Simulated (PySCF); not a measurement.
O₂W, multiplicity 1. Atoms are numbered in the order given.

```xyz
3

W      0.0000     0.0000     0.1832
O      0.0000     1.3229    -0.8471
O      0.0000    -1.3229    -0.8471
```
Charge 0, spin multiplicity 1.

Coordinates come from a PBE0-D3(BJ)/def2-TZVP optimisation. The multiplicity is an assumed one; other spin states were not compared. The def2 effective core potentials stand for the cores of W; spin–orbit coupling is left out.

Method: ωB97X/def2-TZVPD (PySCF).

Symmetry labels are those of the subgroup C2v that the program uses (full group C2v).

Computed valence orbital energies around the gap with their symmetry:
```
orbital  symmetry  energy (eV)
-------  --------  -----------
HOMO−7         B2       -28.85
HOMO−6         A1       -15.21
HOMO−5         B2       -14.70
HOMO−4         A2       -13.92
HOMO−3         B1       -13.54
HOMO−2         A1       -13.51
HOMO−1         B2       -11.96
HOMO           A1        -8.89
LUMO           B1        -1.41
LUMO+1         A1        -1.39
LUMO+2         A2         0.57
LUMO+3         B2         0.67
```
